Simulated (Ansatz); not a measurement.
Stepwise reaction of `[CH3][Al]([Cl])[Cl]` with hydrogen sulfide, as a gas-phase model of exchange steps in deposition or etching. ΔE in kJ/mol.

Isolated molecules relaxed with PBE0-D4/def2-TZVP in Ansatz; ΔE leaves out vibrations. CBS: MP2 limit from def2 TZ/QZ plus the TZ coupled-cluster correction, frozen cores. This one scheme is used for every species. Functionals use def2-TZVPP. B3LYP here is the variant with VWN-RPA as its local correlation; programs differ in this. Each species was taken in one conformer, which may not be the lowest.

```json
{"step": "1", "reaction": "`[CH3][Al]([Cl])[Cl]` + H₂S → `[CH3][Al]([SH])[Cl]` + HCl", "PBE-D4": "41.7", "B3LYP-D4": "48.3", "ωB97M-V": "49.0", "CCSD(T)/CBS": "47.3"}
```

Problem. Give the row of step 2, `[CH3][Al]([SH])[Cl]` + H₂S → `[CH3][Al]([SH])[SH]` + HCl. (Best estimate.)

Solution. Computed: 
```json
{"step": "2", "reaction": "`[CH3][Al]([SH])[Cl]` + H₂S → `[CH3][Al]([SH])[SH]` + HCl", "PBE-D4": "48.0", "B3LYP-D4": "54.5", "ωB97M-V": "55.1", "CCSD(T)/CBS": "52.6"}
```

Problem. By hand: ΔE of the 2 steps together at CCSD(T)/CBS.

Solution. (47.3) + (52.6) = 99.9 kJ/mol, or 50.0 kJ/mol a step.

In ΔE each step is higher than the one before. All are uphill at CCSD(T)/CBS. PBE-D4 differs from CCSD(T)/CBS by -5.6 to -4.6 kJ/mol a step. Isolated molecules leave out the surface, adducts and barriers. Largest T1 diagnostic: 0.011.
